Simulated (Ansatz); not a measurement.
Start from `[SiH3][In]([Cl])[Cl]` and change one atom or group to get `[SH][In]([Cl])[Cl]`.

Ansatz, PBE0-D4/def2-TZVP geometries, multiplicity 1. Each molecule was computed in one conformer, which needn't be the lowest.

Elements past krypton have def2 core potentials.

```
                                          property  `[SiH3][In]([Cl])[Cl]`
               HOMO–LUMO gap (PBE/def2-TZVPP) / eV                    4.29
  size of the dipole moment (B3LYP/def2-TZVPP) / D                    3.88
             LUMO energy (ωB97M-V/def2-TZVPP) / eV                   -0.52
               LUMO energy (B3LYP/def2-TZVPP) / eV                   -2.38
size of the dipole moment (ωB97M-V/def2-TZVPP) / D                    3.87
              HOMO–LUMO gap (PBE0/def2-TZVPP) / eV                    6.15
```

(1) What does the change do to each property? (Best estimate.)

Results:

(1) The calculation gave: 
```csv
property,`[SH][In]([Cl])[Cl]`,shift
HOMO–LUMO gap (PBE/def2-TZVPP) / eV,3.73,-0.56
size of the dipole moment (B3LYP/def2-TZVPP) / D,1.73,-2.15
LUMO energy (ωB97M-V/def2-TZVPP) / eV,-0.53,-0.01
LUMO energy (B3LYP/def2-TZVPP) / eV,-2.76,-0.38
size of the dipole moment (ωB97M-V/def2-TZVPP) / D,1.67,-2.20
HOMO–LUMO gap (PBE0/def2-TZVPP) / eV,5.83,-0.32
```

Dipoles are sizes alone; their direction can turn.

B3LYP here is the variant with VWN-RPA as its local correlation; programs differ in this.
